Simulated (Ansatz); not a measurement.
Geometry optimisation, Ansatz 0.2.0, RKS PBE-D4/def2-SVP.

Input:

```yaml
crystal:
  periodic: [false, false, false]
  atoms:
    - { symbol: Sn, position_ang: [0.067824, -0.735093, -0.409607] }
    - { symbol: O, position_ang: [0.716971, 0.317518, 2.487706] }
    - { symbol: H, position_ang: [-0.166817, 0.713556, 2.62535] }
    - { symbol: Cl, position_ang: [1.974575, 0.564902, -0.790905] }
    - { symbol: Cl, position_ang: [-1.825372, 0.512099, 0.218331] }
    - { symbol: Cl, position_ang: [-0.500754, -1.678, -2.485368] }
    - { symbol: Br, position_ang: [0.44589, -2.760562, 1.125541] }
    - { symbol: H, position_ang: [0.613783, -0.607021, 2.831253] }
basis:
  gaussian: { orbitals: def2-SVP }
hamiltonian:
  xc: pbe
  dispersion: d4
relax:
  f_tol: 0.03
  max_steps: 50
```

Run as:

```bash
$ ansatz run input.yaml --threads 4 --pin off --max-ram 5120MiB --backend cpu --events-out ev --progress --plain --runs-dir out
```

Question: Where does it end, and by what steps?

Answer: The forces met the threshold. The force dipped under the threshold on the way, but the program's further checks kept it going. After 8 steps the energy has fallen by 0.232 eV; O2 moved furthest, 0.40 Å. Joined: Sn1–O2 (3.15 → 2.46 Å).

```
step  energy less start (eV)  largest force component (eV/Å)  accepted
   0                  0.0000                           0.642       yes
   1                 -0.0767                           0.842       yes
   2                 -0.1809                           0.684       yes
   3                 -0.1644                           1.227        no
   4                 -0.2263                           0.245       yes
   5                 -0.2256                           0.169        no
   6                 -0.2312                           0.056       yes
   7                 -0.2315                           0.025       yes
   8                 -0.2320                           0.029       yes
```

```xyz
8
Properties=species:S:1:pos:R:3
Sn 0.143 -0.671 -0.130
O 0.611 0.209 2.114
H -0.263 0.617 2.309
Cl 2.050 0.581 -0.693
Cl -1.832 0.567 0.393
Cl -0.488 -1.558 -2.232
Br 0.463 -2.813 1.177
H 0.642 -0.605 2.664
```

Whether the end is a true minimum wasn't checked by a vibrational analysis.

The run took 7 s on 4 threads of AMD EPYC 9R45 96-Core Processor (Zen 5), with other jobs on the host, peak memory 0.24 GiB.
